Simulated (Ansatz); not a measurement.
`C=C[SiH](F)Cl` → `F[C@H]1C[Si@@H]1Cl`  (isomerisation)

Program: Ansatz. Geometries: PBE0-D4/def2-TZVP. ΔE: electronic, gas phase. CCSD(T)/CBS adds triple-zeta CCSD(T) − MP2 to the extrapolated MP2 energy (def2 sets, frozen cores). Functionals use def2-TZVPP. B3LYP here is the variant with VWN-RPA as its local correlation; programs differ in this. One conformer a species, not always the lowest.

`C=C[SiH](F)Cl`:

```xyz
9

C    -0.616    0.822   -1.179
C    -0.724    0.211   -0.003
Si    0.707   -0.692    0.712
F     0.352   -2.229    0.929
Cl    1.190    0.059    2.549
H     0.307    0.801   -1.752
H    -1.440    1.373   -1.625
H    -1.666    0.261    0.539
H     1.890   -0.607   -0.169
```

`F[C@H]1C[Si@@H]1Cl`:

```xyz
9

F    -1.687   -1.257    0.123
C    -0.842   -0.294   -0.362
C    -0.235    0.666    0.676
Si    0.999   -0.358   -0.229
Cl    2.143    0.419   -1.727
H    -1.277    0.202   -1.228
H    -0.374    0.332    1.703
H    -0.420    1.727    0.550
H     1.693   -1.437    0.494
```

| level | ΔE (eV) | difference from CCSD(T)/CBS |
| --- | --- | --- |
| r2SCAN-D4 | 2.83 | -0.24 |
| B3LYP-D4 | 3.00 | -0.07 |
| ωB97X-V | 2.83 | -0.24 |
| ωB97M-V | 2.91 | -0.16 |
| PBE | 2.63 | -0.44 |
| r2SCAN | 2.83 | -0.24 |
| SCS-MP2/def2-TZVPP | 3.12 | 0.05 |
| MP2/def2-QZVPP | 3.09 | 0.02 |
| HF/CBS(def2) | 3.39 | 0.32 |
| MP2/CBS(def2) | 3.09 | 0.02 |
| CCSD(T)/CBS | 3.07 | 0 |

Largest T1 diagnostic among the species: 0.011.

In def2-TZVPP, CCSD(T) changes the Hartree–Fock value by −0.32 eV (the triples alone add −0.03 eV) and MP2 by −0.30 eV. From PBE to PBE0 (25 % exact exchange), in def2-TZVPP and without D4, ΔE moves by +0.08 eV.

CCSD(T)/CBS has its own doubt, a few kJ/mol and more with outer-core shells, so smaller differences from it don't rank the levels.
